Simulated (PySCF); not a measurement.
# Relaxation of quintet PtF₄

These are results of UPBE0/[Pt def2-SVP with ECP60, F def2-SVP], scalar-relativistic core potentials, density fitting, no spin–orbit coupling, PySCF, not measurements. A (50,194) grid was used.

A hand-made tetrahedral start, of Td symmetry, held to at least that symmetry:

```xyz
5
charge 0 multiplicity 5, angstrom
Pt    0.0000    0.0000    0.0000
F     1.5268   -0.0001    1.0796
F    -1.5268    0.0000    1.0796
F     0.0000    1.5268   -1.0796
F     0.0000   -1.5268   -1.0797
```

Optimiser trace:
```tsv
step	E − E(last) (kJ/mol)	largest gradient (Eh/bohr)
0	26.02	0.03380
1	1.92	0.00790
2	0.06	0.00153
3	0.00	0.00010
4	0.00	0.00000
```

It ends at Td with Pt–F 1.937 Å (×4); F–Pt–F 109.5° (×6). No frequency check is given, so it may be a saddle point. A symmetry-breaking gradient of 0.0034 Eh/bohr is left: the electronic state wants a lower symmetry.

With open d or f shells other occupations or spin states may lie lower. At this level a triplet minimum of D2h symmetry lies 237 kJ/mol below this structure. With an element this heavy the missing spin–orbit coupling can shift these numbers.

The relaxation took about 100 core-seconds on a shared host.
